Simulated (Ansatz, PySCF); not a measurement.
Complex: N2 (SMILES N#N) (first 2 atoms) with C2H3N (SMILES CC#N); geometry from B3LYP-D3(BJ)/def2-TZVP.
(charge 0, multiplicity 1):
```xyz
8

N     -0.1495     0.1253    -0.2156
N      0.2196    -0.6151    -0.9260
C     -0.1066     1.2465     3.1925
C      0.7053     0.0595     2.9803
N      1.3450    -0.8790     2.8036
H      0.5138     2.0667     3.5544
H     -0.5756     1.5446     2.2548
H     -0.8846     1.0434     3.9288
```

Basis-set superposition error: the interaction energy with monomers in their own basis, and in the dimer's basis (counterpoise).

The values were computed with Ansatz (Gaussian basis) for Hartree–Fock, density functionals and correlated methods; PySCF for 6-31G* rows, M06-2X. Each number belongs to the level named beside it.

| level | uncorrected (meV) | counterpoise (meV) | difference |
|---|---|---|---|
| HF/aug-cc-pVDZ | 4.6 | 10.8 | 6.2 |
| PBE/def2-TZVPPD | -29.8 | -26.4 | 3.4 |
| revPBE/def2-TZVPPD | 6.8 | 10.3 | 3.6 |
| B3LYP/6-31G* | -29.7 | -3.6 | 26.1 |
| M06-2X/def2-TZVPPD | -40.7 | -38.4 | 2.4 |
| CAM-B3LYP/def2-TZVPPD | -24.4 | -21.5 | 3.0 |
| MP2/aug-cc-pVDZ | -79.0 | -52.2 | 26.8 |
| MP2/aug-cc-pVTZ | -72.8 | -58.8 | 14.0 |
| SCS-MP2/aug-cc-pVTZ | -59.3 | -44.1 | 15.1 |
| SCS-MP2/aug-cc-pVQZ | -53.4 | -45.9 | 7.5 |

The error is largest for MP2/aug-cc-pVDZ (26.8 meV) and smallest for M06-2X/def2-TZVPPD (2.4 meV).

Ansatz is a program for electronic structure.
